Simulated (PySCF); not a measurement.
Compound: C₄H₁₀GeSi.
Geometry (GFN2-xTB, Å), atoms numbered from 1 in this order:
```
atom  x, y, z in Å
C1     3.134    1.234   -0.078
C2     2.043    0.285   -0.094
C3     1.134   -0.507   -0.102
Si4   -0.281   -1.689   -0.107
C5    -1.879   -0.698   -0.414
Ge6   -2.268    0.608    0.995
H7     3.924    0.879    0.585
H8     2.779    2.201    0.279
H9     3.540    1.353   -1.082
H10   -0.106   -2.659   -1.200
H11   -0.345   -2.376    1.191
H12   -1.804   -0.174   -1.367
H13   -2.722   -1.384   -0.499
H14   -3.550    1.345    0.732
H15   -2.417   -0.047    2.333
H16   -1.190    1.637    1.125
```

Vertical excitations from PySCF (density fitting, frozen core in the response, grid level 2 and gas phase unless stated; continuum runs use non-equilibrium linear response for the excitations) on a GFN2-xTB geometry. Reference run:

```csv
settings,"S1, eV (f)","S2, eV (f)","S3, eV (f)","S4, eV (f)","S5, eV (f)","S6, eV (f)","T1, eV (Tamm–Dancoff)",mean α (au)
"PBE0/def2-SVPD, full TDDFT, 6 singlets",6.02 (0.000),6.24 (0.007),6.25 (0.002),7.02 (0.015),7.05 (0.003),7.29 (0.225),4.97,105.6
```

Task: What do these settings give: (1) HF/ANO-RCC-VDZP, fitting basis def2-qzvpp-jkfit, start guess huckel, TDHF, 25 singlets; (2) PBE0/6-31G*, IEF-PCM acetonitrile, grid level 1, full TDDFT, 25 singlets; (3) OLYP/3-21G, TDA, 3 singlets; (4) PBE0/6-311G**, IEF-PCM methanol, damping 0.1 at the start, DIIS from the seventh cycle, full TDDFT, 6 singlets?

Result: 
| settings | S1, eV (f) | S2, eV (f) | S3, eV (f) | S4, eV (f) | S5, eV (f) | S6, eV (f) | T1, eV (Tamm–Dancoff) | mean α (au) |
| --- | --- | --- | --- | --- | --- | --- | --- | --- |
| HF/ANO-RCC-VDZP, fitting basis def2-qzvpp-jkfit, start guess huckel, TDHF, 25 singlets | 5.73 (0.000) | 6.21 (0.001) | 6.21 (0.001) | 8.00 (0.003) | 8.02 (0.001) | 8.67 (0.310) | 4.43 | 90.0 |
| PBE0/6-31G*, IEF-PCM acetonitrile, grid level 1, full TDDFT, 25 singlets | 6.11 (0.000) | 6.36 (0.020) | 6.39 (0.002) | 7.50 (0.407) | 7.81 (0.070) | 7.88 (0.014) | 5.04 | 113.2 |
| OLYP/3-21G, TDA, 3 singlets | 6.21 (0.000) | 6.44 (0.041) | 6.55 (0.002) | – | – | – | 5.25 | 82.4 |
| PBE0/6-311G**, IEF-PCM methanol, damping 0.1 at the start, DIIS from the seventh cycle, full TDDFT, 6 singlets | 6.09 (0.000) | 6.30 (0.015) | 6.33 (0.004) | 7.37 (0.380) | 7.61 (0.034) | 7.63 (0.017) | 5.05 | 126.9 |

(1) S1 moves by -0.29 eV; functional and basis change together, so the shift can't be laid on one. (2) S1 moves by +0.09 eV; basis and environment change together, so the shift can't be laid on one. (3) S1 moves by +0.19 eV; functional, basis and response scheme change together, so the shift can't be laid on one. (4) S1 moves by +0.07 eV; basis and environment change together, so the shift can't be laid on one. States are counted by energy in each run and needn't keep their character from row to row.

All basis functions are spherical, in the Pople sets too. ANO-RCC sets were contracted for a scalar-relativistic Hamiltonian, but ran non-relativistically here.

Task: Give the leading configurations of S1 (H = HOMO, L = LUMO) and the HOMO–LUMO gap of each run.

Result: 
```json
{"settings": "PBE0/def2-SVPD, full TDDFT, 6 singlets", "S1 configurations (weight)": "H−1→L 0.52, H→L+1 0.28", "S1 (eV)": "6.02", "orbital gap (eV)": "7.71", "S1 − gap (eV)": "-1.69"}
{"settings": "HF/ANO-RCC-VDZP, fitting basis def2-qzvpp-jkfit, start guess huckel, TDHF, 25 singlets", "S1 configurations (weight)": "H→L+4 0.28, H−1→L+5 0.16", "S1 (eV)": "5.73", "orbital gap (eV)": "12.34", "S1 − gap (eV)": "-6.61"}
{"settings": "PBE0/6-31G*, IEF-PCM acetonitrile, grid level 1, full TDDFT, 25 singlets", "S1 configurations (weight)": "H−1→L 0.67, H→L+1 0.21", "S1 (eV)": "6.11", "orbital gap (eV)": "7.88", "S1 − gap (eV)": "-1.77"}
{"settings": "OLYP/3-21G, TDA, 3 singlets", "S1 configurations (weight)": "H−1→L 0.81, H→L 0.14", "S1 (eV)": "6.21", "orbital gap (eV)": "6.14", "S1 − gap (eV)": "+0.07"}
{"settings": "PBE0/6-311G**, IEF-PCM methanol, damping 0.1 at the start, DIIS from the seventh cycle, full TDDFT, 6 singlets", "S1 configurations (weight)": "H−1→L 0.62, H→L+1 0.24", "S1 (eV)": "6.09", "orbital gap (eV)": "7.83", "S1 − gap (eV)": "-1.74"}
```

One conformer (not necessarily the lowest) at the GFN2-xTB geometry, without vibrations or thermal averaging. The PBE0/def2-SVPD calculation is non-relativistic and has no spin–orbit coupling, an omission that weighs most on germanium.
